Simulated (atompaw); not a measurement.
Fe (Z = 26): PAW (atompaw) pseudisation with PBE, scalar-relativistic reference atom.

- Element: Fe
- Generator: atompaw 4.2.0.5
- Type: PAW
- Functional: PBE
- Relativity: scalar-relativistic
- Frozen core: [Ne]
- Valence charge: 16
- Reference configuration: 3s2 3p6 3d6 4s2 4p0
- Partial waves: 3s (bound): rc 1.30 bohr; 4s (bound): rc 1.60 bohr; 3p (bound): rc 1.40 bohr; 4p (bound, empty): rc 1.60 bohr; 3d (bound): rc 1.60 bohr; 3d channel at 3.05 Ry: rc 1.55 bohr
- Local potential: bessel scheme, radius 1.05 bohr
- Core correction: smooth core density matched at 1.55 bohr
- Augmentation charge: besselshape compensation charge, radius 1.40 bohr; PAW radius 1.60 bohr; waves and projectors: custom polynom gramschmidtortho

Problem. Estimate the cutoffs (Ry, on a coarse ladder) from which the occupation-weighted sum of valence levels, in a spherical-Bessel basis at the reference potential, stays within 10 and 1 mRy of its value at 400 Ry.

Solution. 60 Ry and 100 Ry.

Problem. Does the potential have ghost states?

Solution. No extra level below or beside the all-electron valence levels (s, p, d, f tested).

Problem. Is the overlap operator S = 1 + Σ q|β⟩⟨β| positive definite (Bessel basis up to 400 Ry)?

Solution. Yes: its lowest eigenvalue is 0.62 (s channel).

Problem. Which valence shell sets the plane-wave cutoff?

Solution. 3p: its level needs 70 Ry to come within 1 mRy, against 55 Ry for 3d.
